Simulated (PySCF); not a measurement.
Cost against size for one kind of job: PBE0-D3(BJ)/def2-SVP geometry optimisation, gas phase in PySCF 2.14.0; work: geometry optimisation from a GFN2-xTB start shaken at random. Hardware: an Arm Neoverse V1 with one thread (shared host). The host was shared with other jobs, so the times are rough. Peak memory is the resident size of the whole Python process, interpreter and libraries included.

| species (SMILES) | atoms | electrons | basis functions | SCF cycles | gradient evaluations | wall time | peak memory |
| --- | --- | --- | --- | --- | --- | --- | --- |
| BrB(Br)Br | 4 | 110 | 110 | 45 | 7 | ? | ? |
| C[CH2][AlH][O]C | 14 | 48 | 119 | 167 | 27 | 2.1 min | 0.50 GiB |
| ClCC#C[SiH2]Br | 10 | 88 | 130 | 62 | 9 | 73 s | 0.53 GiB |
| [SiH3]Sc1ccon1 | 12 | 68 | 131 | 56 | 8 | 56 s | 0.55 GiB |
| [Cl][GeH2][CH2][GeH2][Cl] | 11 | 110 | 144 | 62 | 10 | ? | ? |
| c1ccc2cpccc2c1 | 17 | 76 | 179 | 46 | 7 | 1.9 min | 0.74 GiB |

Question: Estimate the withheld figures.

Answer: `BrB(Br)Br`: 45 s, 0.47 GiB; `[Cl][GeH2][CH2][GeH2][Cl]`: 2.0 min, 0.64 GiB.
